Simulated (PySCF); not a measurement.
## `FC[C@@]1([SiH3])C[SiH2]1` in a uniform electric field

C₃H₉FSi₂.
Cartesian coordinates in Å at the GFN2-xTB level; atoms count from 1:
```
atom  x, y, z in Å
F1    -1.9988   -0.9420   -1.0773
C2    -1.1500    0.1460   -1.0855
C3    -0.0611   -0.0086   -0.0555
Si4    1.0799   -1.4810   -0.3923
C5     0.5965    1.3307    0.3408
Si6   -0.4608    0.5905    1.7054
H7    -1.7793    1.0245   -0.8984
H8    -0.7456    0.2046   -2.1047
H9     2.1219   -1.4851    0.6375
H10    1.7014   -1.3080   -1.7109
H11    0.3122   -2.7224   -0.3547
H12    1.6743    1.3147    0.4254
H13    0.2629    2.1969   -0.2170
H14    0.2073   -0.0375    2.8287
H15   -1.7653    1.1848    1.9366
```

Level: CAM-B3LYP/def2-SVPD (PySCF); nuclei fixed, core orbitals frozen in the response. Permanent dipole (0.791, 1.688, 0.726) D (1 au = 2.5417 D). Static polarisability (au):

```
x   85.97 -5.34 -4.97
y   -5.34 87.66  6.54
z   -4.97  6.54 97.56
```

Only the terms in μ and α are kept: μ(F) = μ + αF and ΔE = −μ·F − ½ F·αF.

(1) Apply 0.005 au along ±x, ±y and ±z in turn. Tabulate induced and total dipoles and both energy terms.

(2) For the field (0.0025, 0.0040, -0.0050) au, what is the induced dipole, and what angle does it make with the field?

(3) At what field along the permanent dipole would the induced dipole along it equal the permanent one, in this linear picture?

(4) What field makes μF equal to kT at 200 K?

(5) Induction energy −ᾱe²/2R⁴ of a unit charge at 6 Å, the molecule taken as a point?

Answers

(1) 
| field along | induced x (D) | induced y (D) | induced z (D) | total size (D) | −μ·F (kJ/mol) | −½F·αF (kJ/mol) |
| --- | --- | --- | --- | --- | --- | --- |
| +x | 1.093 | -0.068 | -0.063 | 2.571 | -4.085 | -2.821 |
| −x | -1.093 | 0.068 | 0.063 | 1.949 | +4.085 | -2.821 |
| +y | -0.068 | 1.114 | 0.083 | 3.005 | -8.718 | -2.877 |
| −y | 0.068 | -1.114 | -0.083 | 1.217 | +8.718 | -2.877 |
| +z | -0.063 | 0.083 | 1.240 | 2.744 | -3.750 | -3.202 |
| −z | 0.063 | -0.083 | -1.240 | 1.889 | +3.750 | -3.202 |

(2) αF = (0.555, 0.774, -1.205) D, at 5.5° to the field. The polarisability along this direction, F·αF/F², is 87.51 au, against a mean of 90.40 au.

(3) The polarisability along the dipole is 87.72 au, so F = 0.7871 au / 87.72 au = 0.0090 au = 0.46 V/Å; higher-order terms are ignored.

(4) kT = 0.6334 × 10⁻³ Eh, so F = 0.000805 au = 4.14 MV/cm.

(5) R = 11.34 bohr, so the energy is −90.4/(2 × 11.34⁴) Eh = -7.18 kJ/mol. The charge–dipole term at its most favourable orientation, −μe/R², is -16.1 kJ/mol.

The structure is a single GFN2-xTB conformer in the gas phase; no vibrational or solvent corrections.

These values come from a run that also computed excited states. On an Arm Neoverse V1 with one thread, no GPU (shared host), this took 40 s and 0.93 GiB of memory at its peak.
